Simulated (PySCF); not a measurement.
This PySCF input asks for the NMR shieldings of `BC[SiH2][Si@H](Cl)CCl`, C2H9BCl2Si2; the geometry comes from GFN2-xTB.

```python
import basis_set_exchange as bse
import numpy as np
from pyscf import gto, dft
from pyscf.prop import nmr

atoms = """
B    -3.167455    0.429530    0.452348
C    -1.992754   -0.502739    0.084264
Si   -0.386160    0.535317    0.252618
Si    1.391541   -0.864529   -0.304491
Cl    1.889075   -2.134794    1.188571
C     2.944111    0.222435   -0.619471
Cl    3.045780    1.477873    0.650409
H    -3.678926    1.085354   -0.370681
H    -3.524227    0.521921    1.562669
H    -1.880415   -1.360700    0.746634
H    -2.021796   -0.873297   -0.939966
H    -0.425164    1.681070   -0.670163
H    -0.281691    1.083385    1.612296
H     1.303097   -1.706670   -1.509082
H     2.899768    0.749268   -1.568841
H     3.877617   -0.334482   -0.578526
"""
names = dict.fromkeys(["B", "C", "Si", "Cl", "H"], "pcSseg-1")
basis = {el: gto.basis.parse(bse.get_basis(n, elements=[el], fmt="nwchem")) for el, n in names.items()}
mol = gto.M(atom=atoms, basis=basis, charge=0, verbose=0)
mf = dft.RKS(mol, xc="PBE0")
mf.grids.level = 2
mf.grids.alignment = dft.numint.BLKSIZE   # the property module wants whole blocks of grid points
mf.conv_tol = 1e-9
mf.kernel()

calc = nmr.RKS(mf)   # GIAO
C = mf.mo_coeff
Co = C[:, mf.mo_occ > 0]
resp = mf.gen_response(singlet=True, hermi=2)
def vind(x):   # induced exchange potential for any number of trial vectors
    d = np.einsum("pi,xij,qj->xpq", C, 2 * x.reshape(-1, C.shape[1], Co.shape[1]), Co, optimize=True)
    return np.einsum("xpq,pi,qj->xij", resp(d - d.transpose(0, 2, 1)), C, Co, optimize=True).ravel()
mo1, _ = nmr.rhf.solve_mo1(calc, with_cphf=vind)
sigma = calc.kernel(mo1)
for i, s in enumerate(sigma):   # ppm
    w = np.linalg.eigvalsh((s + s.T) / 2)
    print("%2d %-2s iso %8.1f  s11 %8.1f  s22 %8.1f  s33 %8.1f" % (i, mol.atom_pure_symbol(i), w.mean(), *w))
```

Problem. What are the results?

Solution. 
```
 0 B  iso     18.5  s11    -58.1  s22    -19.6  s33    133.3
 1 C  iso    167.4  s11    133.2  s22    173.8  s33    195.3
 2 Si iso    440.2  s11    416.6  s22    442.4  s33    461.7
 3 Si iso    342.6  s11    301.6  s22    343.6  s33    382.7
 4 Cl iso   1008.6  s11    940.6  s22   1002.1  s33   1083.2
 5 C  iso    146.5  s11    130.3  s22    141.0  s33    168.2
 6 Cl iso    917.0  s11    786.8  s22    872.0  s33   1092.4
 7 H  iso     24.2  s11     17.0  s22     26.7  s33     28.9
 8 H  iso     24.1  s11     16.9  s22     26.7  s33     28.9
 9 H  iso     29.8  s11     25.7  s22     28.7  s33     35.1
10 H  iso     30.0  s11     26.3  s22     27.8  s33     35.8
11 H  iso     27.9  s11     23.4  s22     27.3  s33     33.0
12 H  iso     27.6  s11     23.4  s22     27.4  s33     31.9
13 H  iso     26.0  s11     22.8  s22     24.0  s33     31.4
14 H  iso     28.7  s11     23.3  s22     27.4  s33     35.4
15 H  iso     28.4  s11     23.3  s22     26.9  s33     34.9
```

These numbers come from an equivalent density-fitted implementation of the same equations, which agrees with the script to about 0.01 ppm for H and up to a few tenths of a ppm for heavy atoms, so last digits may differ.

Size and cost of the density-fitted run: 192 basis functions, 88 s wall time (72 s CPU) on 1 thread of an AMD EPYC, shared host; peak memory 0.85 GiB.
